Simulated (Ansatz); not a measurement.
`FC1=C(Cl)[SiH2]1`, charge 0, multiplicity 1.

Task: Give a relaxed structure at PBE0-D4/def2-TZVP (Ansatz). (Best estimate.)

Result: The calculation gave: 
Z-matrix (Å, degrees):
```
Si
C 1 1.826
C 1 1.809 2 42.8
H 1 1.483 2 121.8 3 -104.5
H 1 1.483 2 121.8 3 104.5
Cl 2 1.694 1 153.8 3 180.0
F 3 1.315 1 154.3 2 -180.0
```
Point group Cs.
